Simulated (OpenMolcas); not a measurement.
**Cr2+: moving or changing the point charges**

Cr2+ among 5 point charges of -2.6 e arranged as a trigonal bipyramid (D3h), 1.71 Å from the ion, with the axial distance 1.522 Å. The active orbitals were held to one l.
```
   1.7100    0.0000    0.0000  -2.60
  -0.8550    1.4809    0.0000  -2.60
  -0.8550   -1.4809    0.0000  -2.60
   0.0000    0.0000    1.5219  -2.60
   0.0000    0.0000   -1.5219  -2.60
```

- Program: OpenMolcas 26.06
- Method: CASSCF
- Basis: ANO-RCC-VDZP [5s4p2d1f]
- Scalar Hamiltonian: DKH2, point nucleus
- Active space: 4 electrons in 5 orbitals (3d)
- State averaging: 2S+1 = 5 even, 5 roots; 2S+1 = 3 even, 45 roots; 2S+1 = 1 even, 50 roots
- Spin-orbit coupling: RASSI with atomic mean-field integrals over the reference wave functions

Runs around this geometry, states (labels of D3, the rotations of D3h). Energies in cm-1 above the lowest state or level, χT in cm3 K/mol.

```
R (Å)  q (e)  Axial / equatorial distance  Ground state  First state of that spin  First gap with spin-orbit (degeneracies)  χT at 300 K  First state of another spin
 1.71   -2.6                         0.82           5A1                  5E 32117                                1.3 (1, 2)        2.995                     3E 18877
 1.71   -1.3                         0.89           5A1                  5E 13135                                2.0 (1, 2)        2.972              2S+1 = 3: 20174
  1.6   -2.6                         0.89           5A1                  5E 32174                                1.3 (1, 2)        2.995              2S+1 = 3: 18563
 1.71   -2.6                         0.89           5A1                  5E 25199                                1.4 (1, 2)        2.990                     3E 19406
 1.91   -2.6                         0.89           5A1                  5E 16774                                1.7 (1, 2)        2.980                     3E 20109
```

Taking the first state of the same spin as R^-n, n = -ln(16774 / 32174) / ln(1.91 / 1.6) = 3.7 between the shortest and longest distance.

Scaling the charges by -1.3 / -2.6 = 0.50 scales the first state of the same spin by 13135 / 25199 = 0.52; with fixed orbitals a first-order splitting would follow the charge.

Without dynamic correlation the repulsion within the d shell is too large (B by tens of per cent), so at a given field states of lower spin stand too high. Point charges carry no covalency, so the field is a model and not that of real ligands. An unlabelled pair can be two single states that coincide in this model. No measured value stands beside these numbers.

A state without a sure symmetry label is named by its multiplicity alone.
